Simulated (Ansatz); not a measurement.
Question: Name a neutral molecule of C, Cl, Ge, O, Si and H with size of the dipole moment (B3LYP/def2-TZVPP) between 2.70 and 3.00 D and HOMO–LUMO gap (B3LYP/def2-TZVPP) between 4.95 and 5.25 eV (Ansatz, PBE0-D4/def2-TZVP geometry).

Answer: `[CH3][Ge]1([Cl])[O][SiH2]1` (2.77 D, 5.15 eV). Other molecules can fit too; these were computed, each in one conformer that needn't be the lowest.

B3LYP here is the variant with VWN-RPA as its local correlation; programs differ in this.
